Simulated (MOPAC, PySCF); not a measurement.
[Mo(F)2(OH)4], neutral singlet in the gas phase. 

Cartesian coordinates (Å):
```xyz
11

Mo     0.0132     0.2739     0.6211
F     -1.2329     1.4957    -0.1210
F      0.2212    -0.3566    -1.1512
O     -0.5568     0.5017     2.3795
H     -1.3378     0.0599     2.7658
O      1.5708    -0.6552     1.0722
H      2.4147    -0.6506     0.5830
O      1.1451     1.7953     0.3931
H      0.7185     2.5699    -0.0263
O     -1.3527    -1.0809     0.6333
H     -1.5604    -1.4509    -0.2476
```
Charge 0, multiplicity 1.

All levels are single points at this geometry (TPSS-D3(BJ)/def2-SVP); Pople sets use spherical d functions. Orbital energies aren't observables, and empty levels follow the basis.

```tsv
level	HOMO (eV)	LUMO (eV)	gap (eV)	dipole (D)	vertical IE, Delta-SCF (eV)
B3LYP-D3(BJ)/def2-TZVP in PySCF	-9.20	-4.07	5.13	1.00	–
PBE-D3(BJ)/def2-TZVP in PySCF	-7.74	-4.36	3.39	0.92	–
TPSSh-D3(BJ)/def2-TZVP in PySCF	-8.52	-4.15	4.37	0.97	–
B3LYP/6-311+G** (LANL2DZ on Mo) in PySCF	-9.41	-4.65	4.76	1.13	–
B3LYP/6-31G* (LANL2DZ on Mo) in PySCF	-8.84	-4.01	4.83	0.73	–
M06-2X/6-31G* (LANL2DZ on Mo) in PySCF	-10.86	-3.25	7.61	0.83	–
HF/6-31G* (LANL2DZ on Mo) in PySCF	-13.65	-1.39	12.26	0.90	–
AM1 in MOPAC	-12.77	-1.99	10.78	0.41	–
PM7 in MOPAC	-12.24	-0.69	11.56	1.33	–
```
